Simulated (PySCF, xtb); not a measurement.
BH2, SMILES [BH2] (connectivity only; charge and spin as stated), charge +1, multiplicity 1.

GFN2-xTB (xtb 6.7.1) at its own geometry gives an orbital gap of 3.07 eV.

Geometry: B3LYP-D3(BJ)/def2-TZVPD. The multiplicity is an assumed one; other spin states were not compared. The isomer is the one that the SMILES or the coordinates give; other isomers of the formula were not compared.

Q: What does HF/def2-TZVPD (PySCF) give? (The exact figures need the calculation; the answer reports its results.)

A: gap 17.93 eV (levels -24.50 and -6.56 eV).
